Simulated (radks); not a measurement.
As3+, configuration [Ar] 3d10 4s1.5 4p0.5 (fractional occupations, a model configuration). Calculated with a radial shooting solver on a logarithmic mesh with Libxc functionals: Dirac Kohn-Sham, PBEsol, spin-unpolarised, spherical densities, finite nucleus; open shells are shared between the two j in proportion to 2j + 1; Fermi nuclear charge, rms radius 4.0968 fm.

Unscreened Slater integrals over Kohn-Sham orbitals (cm^-1). Large and small components are both included. Empty in this configuration: 4d3/2.

| integral | value |
|---|---|
| F0(4p3/2,4p3/2) | 98268 |
| F2(4p3/2,4p3/2) | 52334 |
| F0(4p3/2,4p1/2) | 98899 |
| G2(4p3/2,4p1/2) | 52625 |
| F0(4p3/2,4s1/2) | 105010 |
| G1(4p3/2,4s1/2) | 70364 |
| F0(4p3/2,3d5/2) | 126390 |
| F2(4p3/2,3d5/2) | 27966 |
| G1(4p3/2,3d5/2) | 10275 |
| G3(4p3/2,3d5/2) | 9250.8 |
| F0(4p3/2,4d3/2) | 79539 |
| F2(4p3/2,4d3/2) | 37979 |
| G1(4p3/2,4d3/2) | 44668 |
| G3(4p3/2,4d3/2) | 27418 |
| F0(4p1/2,4p1/2) | 99546 |
| F0(4p1/2,4s1/2) | 105820 |
| G1(4p1/2,4s1/2) | 71457 |
| F0(4p1/2,3d5/2) | 127880 |
| G3(4p1/2,3d5/2) | 9557.6 |
| F0(4p1/2,4d3/2) | 79826 |
| G1(4p1/2,4d3/2) | 44061 |
| F0(4s1/2,4s1/2) | 113750 |
| F0(4s1/2,3d5/2) | 143700 |
| G2(4s1/2,3d5/2) | 14227 |
| F0(4s1/2,4d3/2) | 82575 |
| G2(4s1/2,4d3/2) | 28423 |
| F0(3d5/2,3d5/2) | 300360 |
| F2(3d5/2,3d5/2) | 141570 |
| F4(3d5/2,3d5/2) | 88595 |
| F0(3d5/2,4d3/2) | 92632 |
| F2(3d5/2,4d3/2) | 14463 |
| G2(3d5/2,4d3/2) | 5700.1 |
| G4(3d5/2,4d3/2) | 4121.0 |
| F0(4d3/2,4d3/2) | 69358 |
| F2(4d3/2,4d3/2) | 36321 |
